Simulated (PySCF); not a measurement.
Excitations are Tamm–Dancoff values on a coarser integration grid. The basis has no diffuse functions, so Rydberg states are missing or too high.

HBr$_{2}$GaO, SMILES `[Ga]([Br])([OH])[Br]` (H–O–Ga–Br torsion 180°) (charge 0, multiplicity 1)

The numbers are results of PBE-D3(BJ)/def2-TZVP // TPSSh-D3(BJ)/def2-TZVP in PySCF, not measurements.

| Quantity | Value |
|---|---|
| HOMO | -7.43 eV |
| dipole moment | 1.23 D |
| LUMO | -2.73 eV |
| HOMO–LUMO gap | 4.70 eV |
| S1 excitation (TDA) | 4.89 eV |
| S1 oscillator strength | 0.015 |
| T1 excitation (TDA) | 4.54 eV |
| S1–T1 gap (TDA) | 0.34 eV |
| total energy | -7148.0360 Ha |
| cost | around 40 core-seconds (rough) |

```xyz
5

O      1.4054     0.2022    -0.0380
Ga    -0.3702     0.1795     0.0163
Br    -1.4671     2.1562     0.0312
Br    -1.4891    -1.8041     0.0711
H      1.7788    -0.6893    -0.0401
```
